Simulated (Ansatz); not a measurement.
Molecule: C$_{6}$H$_{6}$N (charge 0, doublet). It need not be the lowest isomer of its formula. SMILES: N#CC1=CCC[CH]1
Structure (B3LYP-D3(BJ)/def2-TZVP (Ansatz, a quantum-chemistry and plane-wave program) minimum search):
```xyz
13

C     -1.6058    -1.0273     0.4474
C     -1.8045     0.5104     0.5634
C     -0.4746     1.0876     0.1830
C      0.4134     0.0627    -0.1225
C     -0.1808    -1.1870     0.0113
C      1.7676     0.2679    -0.5239
N      2.8603     0.4335    -0.8478
H     -2.2961    -1.4759    -0.2737
H     -1.7914    -1.5368     1.3980
H     -2.0946     0.8105     1.5751
H     -2.5993     0.8714    -0.0966
H     -0.2424     2.1407     0.1512
H      0.3094    -2.1305    -0.1711
```
Charge 0, spin multiplicity 2.

Atomisation energy built up term by term with Ansatz (kcal/mol; UHF references for open shells; valence terms freeze the core; atomic spin-orbit terms are left out). CBS(X,Y): correlation extrapolated as X^-3; Hartree-Fock from the larger set.

The UHF reference is spin-contaminated (<S^2> 0.32 over the pure value in the largest basis). 

```csv
term,basis,kcal/mol
Hartree-Fock,cc-pVQZ,1042.21
CCSD correlation,"CBS(cc-pVTZ,cc-pVQZ)",351.25
(T),"CBS(cc-pVTZ,cc-pVQZ)",29.33
core correlation,cc-pwCVTZ,7.36
scalar relativity (X2C),cc-pVTZ-DK against cc-pVTZ,-1.11
sum: De,,1429.0
```

(T) makes 2.1 % of the CCSD(T) atomisation energy; under 5 % is typical of single-reference molecules.
